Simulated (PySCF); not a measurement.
In(H)(Br)(Et) (C2H6BrIn), SMILES C[CH2][InH][Br]. Atoms are numbered in the order given.

```xyz
10

In     0.5305     0.4329     0.0000
H      2.2689     0.4594     0.0000
Br    -0.3696    -1.9425     0.0000
C     -1.0807     1.9086     0.0000
C     -0.6426     3.3730     0.0000
H     -1.6977     1.6539     0.8871
H     -1.6977     1.6539    -0.8871
H     -0.0359     3.6316    -0.8921
H     -0.0359     3.6316     0.8921
H     -1.5205     4.0554     0.0000
```

The structure is a stationary point at PBE-D3(BJ)/def2-SVP. The structure was generated by enumeration; whether it is a known compound was not checked. The def2 effective core potentials stand for the cores of In; spin–orbit coupling is left out. The values are those of a single conformer.

Computed with PBE-D3(BJ)/def2-SVP (PySCF 2.14.0).

Frequencies are harmonic and unscaled.

Q: Estimate the vibrational spectrum. (Estimate from the structure and the level; the computed values follow.)

A: 
| mode | ν (cm⁻¹) | IR (km/mol) | moving atoms (share of kinetic energy) |
|---|---|---|---|
| 1 | 17 | 0.4 | H 48 %, C 42 % |
| 2 | 59 | 1.4 | C 35 %, In 29 %, Br 21 %, H 15 % |
| 3 | 205 | 0.8 | H 93 % |
| 4 | 206 | 4.6 | C 52 %, Br 27 %, H 18 % |
| 5 | 242 | 30.9 | In 42 %, Br 36 %, C 15 % |
| 6 | 340 | 19.7 | H 95 % |
| 7 | 431 | 70.9 | H 57 %, C 33 %, In 10 % |
| 8 | 495 | 47.9 | H 61 %, C 36 % |
| 9 | 620 | 24.9 | H 82 %, C 17 % |
| 10 | 910 | 1.0 | H 92 %, C 8 % |
| 11 | 936 | 9.8 | H 84 %, C 16 % |
| 12 | 1028 | 8.8 | C 75 %, H 25 % |
| 13 | 1140 | 29.5 | H 68 %, C 32 % |
| 14 | 1194 | 1.4 | H 76 %, C 24 % |
| 15 | 1347 | 6.9 | H 83 %, C 17 % |
| 16 | 1384 | 0.9 | H 89 %, C 11 % |
| 17 | 1420 | 1.6 | H 97 % |
| 18 | 1426 | 7.8 | H 97 % |
| 19 | 1725 | 205.6 | H 99 % |
| 20 | 2956 | 41.1 | H 97 % |
| 21 | 2991 | 5.3 | H 95 % |
| 22 | 3032 | 14.3 | H 91 %, C 9 % |
| 23 | 3040 | 0.7 | H 91 %, C 9 % |
| 24 | 3059 | 18.3 | H 91 %, C 9 % |
